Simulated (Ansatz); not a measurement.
C2H6AlNO can be A, `[CH3][Al]([NH2])[CH]=O`, or B, `[CH3][AlH][C](=N)O`.

Program: Ansatz. Geometries: PBE0-D4/def2-TZVP. ΔE: electronic, gas phase. CBS: MP2 limit from def2 TZ/QZ plus the TZ coupled-cluster correction, frozen cores. DFT in def2-TZVPP. B3LYP here is the variant with VWN-RPA as its local correlation; programs differ in this. One conformer a species, not always the lowest.

Which is lower in electronic energy at CCSD(T)/CBS, and by how much? (Estimate.)

Ansatz gave: A, by 91.1 kJ/mol.

Give E(B) − E(A) in kJ/mol with PBE0-D4, ωB97M-V, CCSD/def2-TZVPP, B3LYP, PBE-D4, HF/def2-TZVPP, B2PLYP. (Best estimate.)

Ansatz gave: PBE0-D4 79.9, ωB97M-V 86.4, CCSD/def2-TZVPP 92.4, B3LYP 90.5, PBE-D4 78.2, HF/def2-TZVPP 94.5, B2PLYP 91.6. None reverses the order clearly.

Largest T1 diagnostic: 0.014.

In def2-TZVPP, CCSD(T) changes the Hartree–Fock value by −5.0 kJ/mol (the triples alone add −2.9 kJ/mol) and MP2 by −3.4 kJ/mol.
